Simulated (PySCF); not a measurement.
# Sn²⁺ (tin, charge +2) across methods

[Kr] 4d9 5s2 5p1, one real determinant (an excited configuration). All numbers are calculated (PySCF 2.14, scalar relativity through the core potential, in aug-cc-pVTZ-PP with one added diffuse shell each of d, f type with ECP28MDF (6s5p5d3f, 67 functions)).

```json
{"method": "MN15", "E (hartree)": "-212.0101", "mean ε 5s α (eV)": "-31.477", "mean ε 5s β (eV)": "-30.185", "mean ε 5p α (eV)": "-22.297", "Σ⟨r²⟩ (bohr²)": "36.19", "⟨S²⟩": "2.003"}
{"method": "LDA", "E (hartree)": "-212.1258", "mean ε 5s α (eV)": "-29.613", "mean ε 5s β (eV)": "-28.658", "mean ε 5p α (eV)": "-20.629", "Σ⟨r²⟩ (bohr²)": "36.03", "⟨S²⟩": "2.001"}
{"method": "CAM-B3LYP", "E (hartree)": "-212.4632", "mean ε 5s α (eV)": "-32.112", "mean ε 5s β (eV)": "-30.729", "mean ε 5p α (eV)": "-23.003", "Σ⟨r²⟩ (bohr²)": "36.13", "⟨S²⟩": "2.003"}
{"method": "BHandHLYP", "E (hartree)": "-212.4196", "mean ε 5s α (eV)": "-31.718", "mean ε 5s β (eV)": "-30.093", "mean ε 5p α (eV)": "-22.654", "Σ⟨r²⟩ (bohr²)": "36.20", "⟨S²⟩": "2.004"}
{"method": "PBE", "E (hartree)": "-212.4796", "mean ε 5s α (eV)": "-29.260", "mean ε 5s β (eV)": "-28.184", "mean ε 5p α (eV)": "-20.555", "Σ⟨r²⟩ (bohr²)": "36.05", "⟨S²⟩": "2.002"}
{"method": "PBE0", "E (hartree)": "-212.4833", "mean ε 5s α (eV)": "-30.556", "mean ε 5s β (eV)": "-29.107", "mean ε 5p α (eV)": "-21.717", "Σ⟨r²⟩ (bohr²)": "36.07", "⟨S²⟩": "2.003"}
{"method": "r2SCAN", "E (hartree)": "-212.5454", "mean ε 5s α (eV)": "-29.610", "mean ε 5s β (eV)": "-28.326", "mean ε 5p α (eV)": "-20.932", "Σ⟨r²⟩ (bohr²)": "35.99", "⟨S²⟩": "2.004"}
{"method": "wB97X", "E (hartree)": "-212.5194", "mean ε 5s α (eV)": "-33.059", "mean ε 5s β (eV)": "-31.826", "mean ε 5p α (eV)": "-23.843", "Σ⟨r²⟩ (bohr²)": "36.02", "⟨S²⟩": "2.002"}
```

Problem. Estimate the same row for UHF.

Solution. E (hartree) = -211.61669; mean ε 5s α (eV) = -33.531; mean ε 5s β (eV) = -30.745; mean ε 5p α (eV) = -24.521; Σ⟨r²⟩ (bohr²) = 36.52; ⟨S²⟩ = 2.010.

⟨L²⟩ = 8.01 against 12 for a pure F term, so this real determinant mixes terms. Energies and moments cover only the electrons outside the core potential.
